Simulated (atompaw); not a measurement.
## silver PAW (atompaw): all-electron and pseudo phase curves

Ag (Z = 47), PAW, made with atompaw 4.2.0.5 (LDA (PW92), scalar-relativistic). Core [Kr], reference 4d10 5s0.75 5p0.25. Waves: 5s (bound): rc 2.85 bohr; 5s channel at 0.6 Ry: rc 2.85 bohr; 5p (bound): rc 3.00 bohr; 5p channel at 2.35 Ry: rc 3.00 bohr; 4d (bound): rc 3.00 bohr; 4d channel at -0.3 Ry: rc 3.00 bohr. Local part: bessel scheme, radius 2.90 bohr. Core correction: smooth core density matched at 2.20 bohr. Augmentation charge: sinc compensation charge, radius 2.60 bohr; PAW radius 3.00 bohr; waves and projectors: custom rrkj gramschmidtortho.

The phase is arctan(r·u′/u) with u = r·R(r), unwrapped; energies in Ry, scanned from -3 to 5 Ry. A pole is an energy at which the radial function vanishes at the test radius. The pseudo phase is shifted by a multiple of π to meet the all-electron one at the reference energy, and phase errors are pseudo minus all-electron; the curves can meet again beyond the range given. Levels narrower than the energy grid can be missing from the lists of poles.

**Question.** For each channel, where are the poles, and over which energies does the pseudopotential scatter like the atom?

**Answer.**

| channel | radius (bohr) | reference energy (Ry) | poles, all-electron | poles, pseudo | unbroken range about the reference energy with phases within 0.05 rad | phase error 1 Ry above the reference energy (rad) |
| --- | --- | --- | --- | --- | --- | --- |
| s | 3.00 | -0.37 | 0.77 | 0.77, 4.88 | below 2.8 | -0.000 |
| p | 3.00 | -0.09 | 1.74 | 1.74 | below 4.0 | -0.001 |
| d | 3.00 | -0.60 | -0.50, 3.60 | -0.50, 3.96 | below 1.4 | +0.001 |

Phases in the d channel:

| E (Ry) | all-electron | pseudo |
| --- | --- | --- |
| -3.00 | 1.381 | 1.381 |
| -2.76 | 1.373 | 1.373 |
| -2.52 | 1.364 | 1.364 |
| -2.28 | 1.353 | 1.353 |
| -2.04 | 1.340 | 1.340 |
| -1.80 | 1.324 | 1.324 |
| -1.56 | 1.302 | 1.302 |
| -1.32 | 1.271 | 1.271 |
| -1.08 | 1.214 | 1.214 |
| -0.84 | 1.045 | 1.045 |
| -0.60 | -1.200 | -1.200 |
| -0.36 | -1.715 | -1.715 |
| -0.12 | -1.817 | -1.817 |
| 0.12 | -1.887 | -1.887 |
| 0.36 | -1.963 | -1.962 |
| 0.60 | -2.065 | -2.063 |
| 0.84 | -2.225 | -2.220 |
| 1.08 | -2.517 | -2.501 |
| 1.32 | -3.059 | -3.017 |
| 1.56 | -3.713 | -3.658 |
| 1.80 | -4.123 | -4.081 |
| 2.04 | -4.337 | -4.304 |
| 2.28 | -4.460 | -4.432 |
| 2.52 | -4.539 | -4.513 |
| 2.76 | -4.594 | -4.569 |
| 3.00 | -4.636 | -4.611 |
| 3.24 | -4.670 | -4.644 |
| 3.48 | -4.699 | -4.670 |
| 3.72 | -4.724 | -4.693 |
| 3.96 | -4.748 | -4.713 |
| 4.20 | -4.771 | -4.730 |
| 4.44 | -4.795 | -4.747 |
| 4.68 | -4.820 | -4.763 |
| 4.92 | -4.849 | -4.778 |
